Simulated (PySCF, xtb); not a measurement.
Se(H)(SH) (H2SSe), SMILES S[SeH].

Geometry optimised at PBE0-D3(BJ)/def2-TZVP.

Level of theory: IEF-PCM-ωB97X/def2-SVP (PySCF 2.14.0).

The values are the electrostatic part of the solvation free energy, E(continuum) − E(gas) at the gas-phase geometry, in a cavity of scaled van der Waals radii (PySCF's table); cavitation and dispersion terms are not included. In vacuum the orbital gap is 10.54 eV. The dipole moment in vacuum is 1.32 D.

Computed values in water (ε = 78.36), n-hexane (ε = 1.88), toluene (ε = 2.37):
| solvent | ε | ΔG(elec) (kcal/mol) | dipole (D) | gap (eV) |
|---|---|---|---|---|
| water | 78.36 | -3.1 | 1.78 | 10.61 |
| n-hexane | 1.88 | -1.1 | 1.46 | 10.56 |
| toluene | 2.37 | -1.4 | 1.51 | 10.57 |

For comparison, GFN2-xTB/ALPB(water) (xtb, at the GFN2-xTB geometry, all terms of that model) gives -1.1 kcal/mol.
